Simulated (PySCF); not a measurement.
## Interval between two levels of Se⁺ by level of theory

Se⁺ [Ar] 3d10 4s2 4p3 [4S3/2, M_J = 3/2] → Se⁺ [Ar] 3d10 4s1 4p3 5s1 [6S5/2, M_J = 5/2], as a difference of total energies. All numbers are calculated (PySCF 2.14, the two-component X2C-1e Hamiltonian, in x2c-SVPall-2c with one added diffuse shell each of s, p, d type (6s7p4d, 47 functions)). Correlated levels: [Ne] frozen; the 6 highest virtual spinors dropped. "Screened" scales the spin-orbit matrix elements by Boettger's factors to mimic the two-electron term; Breit and QED terms are absent.

```csv
method,interval between two levels (cm⁻¹)
GHF (spin-free),145320
GMP2 (spin-free),154120
GHF (screened spin-orbit),145380
GMP2 (screened spin-orbit),154180
```

The labels give the starting determinants; with spin-orbit coupling the two ends relaxed to ⟨J²⟩ = 3.75, ⟨L²⟩ = 0.01, ⟨S²⟩ = 3.73 and ⟨J²⟩ = 8.75, ⟨L²⟩ = 0.01, ⟨S²⟩ = 8.74.

The promoted electron is Rydberg-like, and one or two diffuse shells describe it only roughly, which tends to raise the upper state.
